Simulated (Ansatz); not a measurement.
Removing an electron: [Ce(H2O)6]3+ (CeO6H12³⁺). Charge 3, multiplicity 2. Geometry: PBE-D4/def2-SVP. Ansatz, gas phase; energy differences of separate SCF runs; the oxidised species is a singlet (the triplet lies 1.24 eV higher at PBE0-D4/def2-TZVP).

Cartesian coordinates in Å:
```
Ce -0.0019 0.0008 -0.0027
O 1.4716 1.9529 0.2077
H 1.2733 2.8249 0.6246
H 2.4030 2.0509 -0.1027
O -1.4731 -1.9543 -0.2030
H -2.4035 -2.0528 0.1105
H -1.2742 -2.8282 -0.6159
O -0.8106 0.8396 -2.1636
H -0.5446 1.6640 -2.6362
H -1.4788 0.4331 -2.7651
O 0.8085 -0.8418 2.1559
H 1.4746 -0.4349 2.7593
H 0.5461 -1.6693 2.6248
O -1.7899 1.2327 1.1429
H -1.9757 1.2804 2.1108
H -2.4923 1.7993 0.7440
O 1.7922 -1.2278 -1.1420
H 2.4903 -1.7980 -0.7407
H 1.9849 -1.2715 -2.1087
```

In the def2 sets Ce takes a core potential; there is no spin–orbit coupling. Correlated methods freeze 10 core orbitals; core or outer-core shells of Ce are correlated, in sets that lack core-valence functions. With an open 4f shell the SCF may have ended on a state above the lowest. No other spin state of charge 3 was run.

```csv
level,−HOMO (eV),vertical IE (eV),−LUMO (eV),HOMO–LUMO gap (eV)
PBE-D4/def2-TZVP,17.34,21.57,16.58,0.76
PBE0-D4/def2-TZVP,20.23,22.91,14.13,6.11
PBE-QIDH/def2-TZVP,–,22.64,–,–
```

  HOMO and LUMO are the levels of the spin that leaves or enters (xTB has no such levels and no spin-polarisation term). Other spin states of the ions may lie lower, which would lower the ionisation energy or raise the affinity.
